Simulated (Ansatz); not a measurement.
```xyz
6

C     0.0000   -0.3788   -0.0481
O     0.0000   -0.3593    1.0615
N     0.0000    0.6255   -0.7860
H     0.0000   -1.2539   -0.5904
H     0.0000    0.5492   -1.7118
H     0.0000    1.4732   -0.3992
```

Basis set: def2-TZVP (spherical functions). Frozen core: 3 orbitals. Charge 0, multiplicity 1.

Computed with Ansatz (development build ahead of 0.2.0); each method stands on the lowest determinant of its kind that the runs found. Restricted open shells among the atoms or ions are ROHF, correlated in semicanonical orbitals with singles.

Task: Give the atomization energy at this shape (free ground-state atoms in the same class of orbitals less the molecule, no zero-point energy) of singlet CH3NO by RHF-MP2, RHF.

Result:

```tsv
method	atomization energy
RHF-MP2	22.72 eV
RHF	15.65 eV
```

Caution: no unrestricted run beside it, a lower state can exist; the shape is not the minimum.
